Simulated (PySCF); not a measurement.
**Pd³⁸⁺: ionisation energy**

Pd³⁸⁺ [He] 2s2 2p4 [2p1/2^2 2p3/2^2, M_J = 2] → Pd³⁹⁺ [He] 2s2 2p3 [2p1/2^2 2p3/2^1, M_J = 3/2], as a difference of total energies. Calculation: PySCF 2.14, in an uncontracted even-tempered set (17 s from 17 bohr⁻², ratio 2.4; 12 p from 23 bohr⁻², ratio 2.4; 5 d from 81 bohr⁻², ratio 2.6; 4 f from 120 bohr⁻², ratio 2.6); the two-component X2C-1e Hamiltonian. Correlated levels: nothing frozen; the 32 highest virtual spinors dropped. "Screened" scales the spin-orbit matrix elements by Boettger's factors to mimic the two-electron term; Breit and QED terms are absent.

| method | ionisation energy (eV) |
| --- | --- |
| GHF (spin-free) | 5708.3 |
| GMP2 (spin-free) | 5709.9 |
| GHF (screened spin-orbit) | 5683.8 |
| GMP2 (screened spin-orbit) | 5683.5 |

For this ion Breit and QED terms and the two-electron picture change, all absent here, outweigh the correlation shift from GHF to GMP2.

The spin-free rows relax to the high-spin LS determinant and lack the spin-orbit shift.

The labels give the starting determinants; with spin-orbit coupling the two ends relaxed to ⟨J²⟩ = 6.00, ⟨L²⟩ = 3.10, ⟨S²⟩ = 1.45 and ⟨J²⟩ = 3.75, ⟨L²⟩ = 2.26, ⟨S²⟩ = 1.64.

For comparison: 5683 ± 11 eV (semi-empirical (NIST evaluation); NIST Atomic Spectra Database, ionization energies).
